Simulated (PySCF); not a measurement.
## Fine-structure interval of Sc⁸⁺ by level of theory

Sc⁸⁺ [Ne] 3s2 3p1 [3p1/2^1, M_J = 1/2] → Sc⁸⁺ [Ne] 3s2 3p1 [3p3/2^1, M_J = 3/2], as a difference of total energies. All numbers are calculated (PySCF 2.14, the two-component X2C-1e Hamiltonian, in an even-tempered Gaussian basis (20 s from 0.43 bohr⁻², ratio 2.4; 13 p from 0.56 bohr⁻², ratio 2.4; 5 d from 2.6 bohr⁻², ratio 2.6; 4 f from 4 bohr⁻², ratio 2.6)). Correlated levels: 1s2 frozen; the 52 highest virtual spinors dropped. "Screened" scales the spin-orbit matrix elements by Boettger's factors to mimic the two-electron term; Breit and QED terms are absent.

```tsv
method	fine-structure interval (cm⁻¹)
GHF (screened spin-orbit)	7311.3
GMP2 (screened spin-orbit)	6043.4
GHF (bare spin-orbit)	7957.4
```

GHF and GMP2 differ strongly here because the two determinants are spin-polarised to different degrees; the interval is a small difference of such terms.
